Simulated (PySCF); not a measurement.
Excitation energy of W⁺ by level of theory

W⁺ [Xe] 4f14 5d4 6s1 (6D) → W⁺ [Xe] 4f14 5d4 6p1 (high-spin determinant), as a difference of total energies. All numbers are calculated (PySCF 2.14, scalar relativity by spin-free X2C-1e, in x2c-TZVPPall (11s7p7d3f1g, 97 functions)). Correlated levels: valence: [Xe] 4f14 frozen. The calculations carry no spin-orbit coupling.

```json
{"method": "UHF", "excitation energy (eV)": "5.236"}
{"method": "MP2 (valence)", "excitation energy (eV)": "5.793"}
{"method": "SCS-MP2 (valence)", "excitation energy (eV)": "5.767"}
{"method": "CCSD (valence)", "excitation energy (eV)": "5.766"}
{"method": "CCSD(T) (valence)", "excitation energy (eV)": "5.760"}
```

Question: How much does correlation contribute at CCSD(T) (valence)?

Answer: 5.760 − (5.236) = 0.524 eV, measured against UHF.

A first-order spin-orbit estimate (lowest level to lowest level, LS coupling) adds -0.269 eV.

The basis was made for the ground configuration and has no added diffuse functions, so the excitation energy can come out too high.

The determinant of the upper state mixes LS terms, which raises its energy above the lowest term, most at the Hartree-Fock and MP2 levels.
